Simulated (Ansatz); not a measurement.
`FB(F)O[SiH3]` + HI → `FB(F)I` + `O[SiH3]` at 700 K and 1 bar (ligand exchange at a B–O bond).

Gas-phase electronic energies from Ansatz, PBE0-D4/def2-TZVP geometries. CBS: MP2 limit from def2 TZ/QZ plus the TZ coupled-cluster correction, frozen cores. Elements past krypton have def2 core potentials. For I outer-core shells are correlated without core-valence functions, which leaves a few kJ/mol of doubt a bond. One conformer a species, not always the lowest.

```
       species  CCSD(T)/CBS energy (Eh)  H − E (kJ/mol)  S (J/(mol·K))
`FB(F)O[SiH3]`               -590.65048           171.8          439.9
            HI               -298.03592            34.6          231.7
      `FB(F)I`               -521.96394            66.3          352.6
     `O[SiH3]`               -366.69042           144.6          321.6
```

H − E and S are ideal-gas, rigid-rotor, harmonic terms from PBE0-D4/def2-TZVP, for one conformer and one mirror image of each species. 1 Eh = 2625.50 kJ/mol, R = 8.31446 J/(mol·K).

By hand: ΔE, ΔH, ΔS and ΔG.

ΔE = (-521.96394) + (-366.69042) − (-590.65048) − (-298.03592) = 0.03204 Eh = 84.1 kJ/mol. Δ(H − E) = 66.3 + 144.6 − 171.8 − 34.6 = 4.5, so ΔH = 88.6 kJ/mol. ΔS = 352.6 + 321.6 − 439.9 − 231.7 = 2.6 J/(mol·K). ΔG = 88.6 − 700 × (2.6)/1000 = 86.8 kJ/mol.

By hand: the equilibrium constant, and the temperature at which ΔG would vanish if ΔH and ΔS stayed fixed.

log₁₀ K = −ΔG/(RT ln 10) = -6.5. ΔG = 0 at ΔH/ΔS = 34077 K, far beyond where these terms or the molecules hold.

The number of gas molecules stays the same, so ΔS is small and ΔH decides. A doubt of 5 kJ/mol in ΔE shifts log₁₀ K by 0.4 here. Other conformers and mirror images would add mixing entropy, several J/(mol·K) or more a flexible species. Modes under 60 cm⁻¹, often nearly free rotors, make the harmonic entropy too high. These are equilibria of isolated gas molecules and say nothing of rates. Largest T1 diagnostic: 0.012 (customary marks: 0.02 for closed shells, 0.045 for open ones).
